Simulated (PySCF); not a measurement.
A GIAO shielding run with PySCF 2.14 (density fitting, non-relativistic, gas phase) on `InChI=1S/C4H7NO3S/c1-3(4(5)6)9(2,7)8/h1H2,2H3,(H2,5,6)`:

```
$ OMP_NUM_THREADS=1 python probes_run.py task.json out

{"job": {"kind": "nmr", "xc": "PBE0", "basis": "pcSseg-1"}, "charge": 0, "multiplicity": 1}
C     -0.609507     1.929801    -0.498289
C     -0.528990     0.719311     0.025424
C     -1.474709    -0.388025    -0.318389
N     -1.529337    -1.371969     0.598989
O     -2.104845    -0.388520    -1.354082
S      0.817245     0.387076     1.181831
C      1.886705    -0.760649     0.271703
O      0.290536    -0.311531     2.333918
O      1.539202     1.602363     1.421682
H     -1.384524     2.181051    -1.205446
H      0.098883     2.689989    -0.213723
H     -1.060223    -1.265340     1.491322
H     -2.209606    -2.103475     0.470142
H      2.696405    -1.053520     0.928705
H      1.296123    -1.620833    -0.015873
H      2.269043    -0.236783    -0.594361
```

Hardware: 1 thread of an x86-64 server CPU, shared host. The job also computes population analyses, field gradients.

Task: How large is the calculation?

Result: 78 electrons, 195 basis functions and 1030 auxiliary functions.

Task: How long does it take?

Result: 49 s of wall time, with 15 SCF cycles and 5 response iterations. Times on a shared host scatter by some tens of per cent.
